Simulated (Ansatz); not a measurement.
Ansatz (an electronic-structure program) input (B3LYP-D3(BJ)/def2-TZVP):

Ansatz 0.2 input:
```yaml
crystal:
  periodic: [false, false, false]
  atoms:
    - {symbol: C, position_ang: [2.54172342, -0.03578743, -0.81971004]}
    - {symbol: C, position_ang: [1.19458355, 0.55037512, -0.66413659]}
    - {symbol: C, position_ang: [0.10598274, -0.11918475, 0.08744080]}
    - {symbol: C, position_ang: [0.12494820, 0.33228317, 1.56270461]}
    - {symbol: C, position_ang: [-1.25690874, 0.18032915, -0.56024524]}
    - {symbol: C, position_ang: [-2.39375288, -0.67030480, -0.00682751]}
    - {symbol: H, position_ang: [3.27424279, 0.45881225, -0.16882155]}
    - {symbol: H, position_ang: [2.90825491, 0.09000915, -1.84173662]}
    - {symbol: H, position_ang: [2.53852555, -1.09636423, -0.57562523]}
    - {symbol: H, position_ang: [1.04375754, 1.56970853, -0.97931535]}
    - {symbol: H, position_ang: [0.27308116, -1.20309056, 0.07035184]}
    - {symbol: H, position_ang: [1.10216192, 0.13637645, 1.99753345]}
    - {symbol: H, position_ang: [-0.62201370, -0.20428138, 2.14149501]}
    - {symbol: H, position_ang: [-0.07598662, 1.39896823, 1.63015907]}
    - {symbol: H, position_ang: [-1.17110330, -0.00360696, -1.63384045]}
    - {symbol: H, position_ang: [-1.49102029, 1.23825532, -0.42395592]}
    - {symbol: H, position_ang: [-2.15857717, -1.72866927, -0.10017351]}
    - {symbol: H, position_ang: [-2.57927016, -0.44936701, 1.04104083]}
    - {symbol: H, position_ang: [-3.31040466, -0.47463578, -0.55929854]}
basis:
  gaussian:
    orbitals: def2-TZVP
hamiltonian:
  xc: b3lyp
  dispersion: d3bj
magnetization: {spin_polarized: true, initial_magnetization: 1}
relax: {f_tol: 0.002, max_steps: 150}
```

End of the output:

```
mean field evaluation 96: about -6435.7354 eV, gradient 1.5e-5 eV
mean field -6435.73538686 eV, -236.5089131690 hartree, gradient 1.5e-5 eV, S^2 0.754092; 0 other end points of the search recorded, 0 dependent functions left out
the calculation of the forces begins
reference -6435.73572164 eV, -236.5089254719 hartree; 25, 24 occupied and 239, 240 virtual orbitals, 1652 factors
relax step  12: F+E_penalty+E_count = -6436.41351261 eV  Δ(F+E_penalty+E_count) = -1.096e-6 eV  max|allowed force component| = 7.638e-4 eV/Å  Δτ_max = 0.0021 Å  (34 SCF iters, accepted)
these checks for a lower state are left out or cut short: starts, cluster_reference, orbital_swaps, neighbouring_geometries, increment
integrals: 0.22 GiB planned
1652 factors; their error is unknown
0.36 GiB of the device are held for the grids
1.60 GiB of device memory are held for the factors and their scratch space
mean field: 1.96 GiB planned
mean field -6435.73535813 eV, -236.5089121132 hartree, gradient 1.5e-5 eV, S^2 0.754092; 0 other end points of the search recorded, 0 dependent functions left out
the calculation of the forces begins
reference -6435.73569287 eV, -236.5089244147 hartree; 25, 24 occupied and 239, 240 virtual orbitals, 1652 factors
relax step  13: F+E_penalty+E_count = -6436.41351401 eV  Δ(F+E_penalty+E_count) = -1.401e-6 eV  max|allowed force component| = 1.062e-3 eV/Å  Δτ_max = 0.0044 Å  (34 SCF iters, accepted)
integrals: 0.22 GiB planned
1652 factors; their error is unknown
0.36 GiB of the device are held for the grids
1.60 GiB of device memory are held for the factors and their scratch space
mean field: 1.96 GiB planned
mean field evaluation 128: about -6435.7354 eV, gradient 8.0e-5 eV
mean field -6435.73535813 eV, -236.5089121132 hartree, gradient 1.5e-5 eV, S^2 0.754092; 1 other end points of the search recorded, 0 dependent functions left out
the calculation of the forces begins
reference -6435.73569287 eV, -236.5089244147 hartree; 25, 24 occupied and 239, 240 virtual orbitals, 1652 factors
Total energy: -6436.41384875 eV, -236.5338461835 hartree
Atom 0 at     2.586392     0.058045    -0.700289 Å, force     0.000184    -0.001062    -0.000158 eV/Å
Atom 1 at     1.165428     0.473998    -0.820544 Å, force     0.000357     0.000403     0.000232 eV/Å
Atom 2 at     0.086646    -0.163807    -0.009198 Å, force    -0.000194     0.000241     0.000607 eV/Å
Atom 3 at     0.200503     0.236924     1.476818 Å, force    -0.000210    -0.000296    -0.000888 eV/Å
Atom 4 at    -1.300550     0.155441    -0.584921 Å, force    -0.000316    -0.000486     0.000430 eV/Å
Atom 5 at    -2.454399    -0.590465     0.079450 Å, force     0.000437    -0.000037    -0.000142 eV/Å
Atom 6 at     3.079879     0.502770     0.177983 Å, force    -0.000119     0.000365    -0.000065 eV/Å
Atom 7 at     3.172304     0.359719    -1.570724 Å, force     0.000203    -0.000019    -0.000007 eV/Å
Atom 8 at     2.677129    -1.026828    -0.586199 Å, force    -0.000053     0.000447     0.000049 eV/Å
Atom 9 at     0.935547     1.396358    -1.343350 Å, force    -0.000044     0.000201    -0.000085 eV/Å
Atom 10 at     0.228696    -1.253681    -0.055281 Å, force    -0.000251    -0.000053    -0.000069 eV/Å
Atom 11 at     1.196554     0.018754     1.864114 Å, force     0.000199    -0.000020    -0.000324 eV/Å
Atom 12 at    -0.519763    -0.303465     2.093067 Å, force    -0.000171     0.000184     0.000209 eV/Å
Atom 13 at     0.018915     1.307794     1.597474 Å, force     0.000004    -0.000073     0.000253 eV/Å
Atom 14 at    -1.288407    -0.079403    -1.652876 Å, force     0.000435    -0.000100     0.000043 eV/Å
Atom 15 at    -1.469027     1.235551    -0.511200 Å, force    -0.000244    -0.000139     0.000004 eV/Å
Atom 16 at    -2.294089    -1.671167     0.044466 Å, force     0.000030     0.000266    -0.000238 eV/Å
Atom 17 at    -2.575927    -0.307204     1.125950 Å, force     0.000021     0.000129    -0.000002 eV/Å
Atom 18 at    -3.397606    -0.379510    -0.427701 Å, force    -0.000268     0.000049     0.000154 eV/Å
Dipole moment:     0.019788    -0.002217     0.025923 e Å
```

It need not be the lowest isomer of its formula.
